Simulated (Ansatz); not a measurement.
System: PH, charge 0, multiplicity 3. 
Structure (B3LYP-D3(BJ)/def2-TZVP (Ansatz, a quantum-chemistry and plane-wave program) minimum search):
```
P
H 1 1.4285
```
Charge 0, spin multiplicity 3.

Basis-set convergence of Hartree-Fock and CCSD correlation energies (hartree) with Ansatz. Correlated levels leave the core frozen unless marked. UHF or UKS for open shells. No spin-orbit coupling. No relativistic terms.

```
basis        functions       E(HF)  E(corr, CCSD)
-----------  ---------  ----------  -------------
def2-SVPD           32  -341.17811       -0.11009
def2-TZVPPD         65  -341.29268       -0.13099
def2-QZVPPD        109  -341.30206       -0.13706
```

Extrapolating the two largest sets (X = 3 and 4) as X^-3: E(corr) = (64·(-0.13706) - 27·(-0.13099))/37 = -0.1415 Eh, an estimate of the basis-set limit. The largest set recovers 96.9 % of it, the smallest 77.8 %.
